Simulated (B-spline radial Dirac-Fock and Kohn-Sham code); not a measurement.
## Magnetic form factor of the 5d shell of Sm

System: the free samarium atom, 1s2 2s2 2p6 3s2 3p6 3d10 4s2 4p6 4d10 4f5 5s2 5p6 5d1 6s2 (not the ground configuration).

Input file task.json (cfg lists n, l and occupation; rrms is the nuclear radius in fm):

```json
{"items": [{
  "Z": 62,
  "q": 0,
  "cfg": [[1, 0, 2], [2, 0, 2], [2, 1, 6], [3, 0, 2], [3, 1, 6], [3, 2, 10], [4, 0, 2], [4, 1, 6], [4, 2, 10], [4, 3, 5], [5, 0, 2], [5, 1, 6], [5, 2, 1], [6, 0, 2]],
  "A": 152,
  "rrms": 5.0819,
  "do": ["scatter"],
  "s": [0.0, 0.08, 0.09, 0.11, 0.13, 0.16, 0.2, 0.24, 0.29, 0.35, 0.42, 0.5, 0.61, 0.73, 0.89, 1.07, 1.29, 1.56, 1.88, 2.27, 2.74, 3.3, 3.99],
  "pz": [0, 0.1, 0.15, 0.22, 0.32, 0.46, 0.68, 1.0, 1.5, 2.1, 3.1, 4.6, 6.8, 9.9, 15.0, 21.0, 31.0, 46.0, 68.0, 99.0, 150.0],
  "hv_scatter": [2000, 8047.8, 17479.3, 30000, 50000, 200000, 500000, 1000000]
}]}
```

Command: `python xray_run.py task.json out`

Calculated with a B-spline atomic structure program, using configuration-average Dirac-Fock orbitals. ⟨j_K⟩ is the integral of the 5d radial density with the spherical Bessel function j_K(4πsr), s = sin θ/λ.

```tsv
s (Å⁻¹)	⟨j0⟩	⟨j2⟩	⟨j4⟩
0	1.0000	0.0000	0.0000
0.08	0.6630	0.1213	0.0093
0.09	0.5966	0.1414	0.0135
0.11	0.4671	0.1754	0.0245
0.13	0.3493	0.1990	0.0379
0.16	0.2052	0.2136	0.0595
0.2	0.0765	0.2015	0.0847
0.24	0.0070	0.1689	0.1005
0.29	-0.0264	0.1199	0.1058
0.35	-0.0274	0.0681	0.0965
0.42	-0.0119	0.0271	0.0753
0.5	0.0045	0.0034	0.0494
0.61	0.0143	-0.0050	0.0220
0.73	0.0130	-0.0016	0.0056
0.89	0.0059	0.0045	-0.0012
1.07	0.0004	0.0067	-0.0002
1.29	-0.0010	0.0048	0.0027
1.56	0.0004	0.0016	0.0038
```

Radial moments of the shell: ⟨r²⟩ = 9.007, ⟨r⁴⟩ = 160.3, ⟨r⁶⟩ = 5116 in powers of bohr.
